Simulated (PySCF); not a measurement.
Species: C₉H₉FO₂.
SMILES with atom numbers: `[CH3:1][CH2:2][O:3][C:4](=[O:5])[c:6]1[cH:7][cH:8][c:9]([F:10])[cH:11][cH:12]1`

NICS is the negative of the GIAO shielding at a point without a nucleus: at the ring centre (0) and 1 Å above and below it (1); zz is the component along the ring normal. Level: GIAO PBE0/pcSseg-1 (PySCF, non-relativistic, gas phase) on the PBE0-D3(BJ)/def2-SVP geometry, one conformer.

Ring bond lengths (Å), with Mayer bond orders in brackets: C6–C7 1.400 (1.42), C7–C8 1.389 (1.42), C8–C9 1.392 (1.41), C9–C11 1.391 (1.42), C11–C12 1.390 (1.41), C12–C6 1.400 (1.36).

Problem. Give the NICS values of each ring in ppm.

Solution. 
| ring | type | NICS(0) | NICS(1), two faces | NICS(1)zz, two faces | rms pucker (Å) | centre to ring atoms, mean (Å) |
| --- | --- | --- | --- | --- | --- | --- |
| C6–C7–C8–C9–C11–C12 | 6-membered carbocycle; formal bonds all aromatic | -9.8 | -11.2 / -11.2 | -26.4 / -26.4 | 0.00 | 1.39 |

Problem. What do they say, and how far can they be read as aromaticity?

Solution. 
- C6–C7–C8–C9–C11–C12: mean NICS(1)zz -26.4 ppm, shielded. For a flat ring without four-coordinate atoms the NICS criterion counts such a value as aromatic.

Problem. How equal are the bonds by HOMA? HOMA takes Krygowski's 1993 parameters.

Solution. 
- C6–C7–C8–C9–C11–C12: HOMA 0.99 = 1 − EN − GEO, with mean bond length 1.393 Å, EN = α(Ropt − mean)² = 0.008 and GEO = α × variance = 0.005. The geometric and the magnetic index point the same way.

Problem. What is the mean of the two in-plane components of NICS at the first NICS(1) probe listed for ring C6–C7–C8–C9–C11–C12, 1 Å off the ring?

Solution. The isotropic value is a third of the trace: (3 × -11.2 − (-26.4))/2 = -3.6 ppm.

Problem. Give the inner angles of the rings and the Hirshfeld charges of the ring atoms.

Solution. 
- C6–C7–C8–C9–C11–C12: C6 119.8° (-0.030 e), C7 120.5° (-0.030 e), C8 118.7° (-0.064 e), C9 122.0° (+0.098 e), C11 118.8° (-0.066 e), C12 120.3° (-0.037 e); sum 720.0° against 720° for a flat convex ring.

Problem. What are the shieldings of the ring atoms and their hydrogens in the same run (means over atoms taken as equivalent)?

Solution. 
```csv
atoms,environment,σ isotropic (ppm),"principal values of the symmetric part, first atom (ppm)"
C6,substituted aromatic carbon,55.1,"-37.0, 41.7, 160.6"
C7 (×2),aromatic CH carbon,45.6,"-62.7, 19.8, 176.3"
C8 (×2),aromatic CH carbon,64.4,"-21.0, 47.6, 165.6"
C9,aromatic C–F carbon,10.8,"-81.5, 27.7, 86.2"
H on C7 (×2),aromatic hydrogen,22.90,"18.4, 22.5, 27.4"
H on C8 (×2),aromatic hydrogen,24.09,"20.3, 24.9, 26.9"
```

Problem. How do the values depend on the level or the medium?

Solution. 
```
                 level  NICS(0), C6–C7–C8–C9–C11–C12  mean NICS(1)zz, C6–C7–C8–C9–C11–C12
    PBE0/pcSseg-1, gas                          -9.8                                -26.4
mPW1PW91/pcSseg-2, gas                          -9.7                                -26.3
```

The geometry is the same throughout.

Shape of the structure used: `[CH3:1][CH2:2][O:3][C:4](=[O:5])[c:6]1[cH:7][cH:8][c:9]([F:10])[cH:11][cH:12]1`: C1–C2–O3–C4 179°, C2–O3–C4–O5 0°, O3–C4–C6–C7 179°.
